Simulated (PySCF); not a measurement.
## How methods differ on the excitation energy of Tl⁺

Tl⁺ [Xe] 4f14 5d10 6s2 (1S) → Tl⁺ [Xe] 4f14 5d9 6s2 7s1 (3D), as a difference of total energies. Computed with PySCF 2.14 in aug-cc-pwCVTZ-DK3 with one added diffuse shell each of s, d, f type (12s10p9d6f1g, 138 functions), with the spin-free X2C one-electron Hamiltonian (Gaussian nucleus). The calculations carry no spin-orbit coupling.

```
method  excitation energy (eV)
   UHF                  20.693
M06-2X                  21.438
 B97-3                  21.702
```

The upper state lies above the first ionisation limit, where it may autoionise and the basis confines it. A Rydberg-like electron needs more diffuse functions than a valence basis has.

The promoted electron is Rydberg-like, and one or two diffuse shells describe it only roughly, which tends to raise the upper state.
